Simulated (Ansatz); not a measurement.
# Ligand exchange: C5H9Br + H2O → C5H10O + HBr

Species: C5H9Br (bromocyclopentane) `BrC1CCCC1`, singlet; H2O (water) `O`, singlet; C5H10O (cyclopentanol) `OC1CCCC1`, singlet; HBr, singlet. The partners trade Br for OH: C–Br and H–OH bonds give way to C–OH and H–Br.

Shapes, held fixed at every level: PBE0-D4/def2-TZVP. Flexible molecules stand in one conformer, not always the lowest. Programs: Ansatz 0.2.0. The zero-point and thermal change to 298 K, harmonic and unscaled (PBE0-D4/def2-TZVP), is -5.6 kJ/mol.

```tsv
level	kind	ΔH(298 K) (kJ/mol)	less CCSD(T)/def2-TZVPP
SPW92/def2-TZVPP	LDA	+15.3	-14.3
PBE-D4/def2-TZVPP	GGA	+26.1	-3.5
r2SCAN0-D4/def2-TZVPP	global hybrid	+25.4	-4.2
wB97M-V/def2-TZVPP	range-separated hybrid	+24.1	-5.5
wB97X-V/def2-TZVPP	range-separated hybrid	+21.9	-7.7
CCSD/def2-TZVPP	coupled cluster or CI	+27.7	-1.9
CCSD(T)/def2-TZVPP	coupled cluster or CI	+29.6	0.0
```

The highest level, CCSD(T)/def2-TZVPP, gives ΔH(298 K) = +29.6 kJ/mol; the levels span +15.3 to +29.6. The column of differences is taken from that level and isn't an error. No measured value is set beside it here. Relativity is left out for Br. Outer-core shells of Br are correlated, in sets that cover them unevenly.
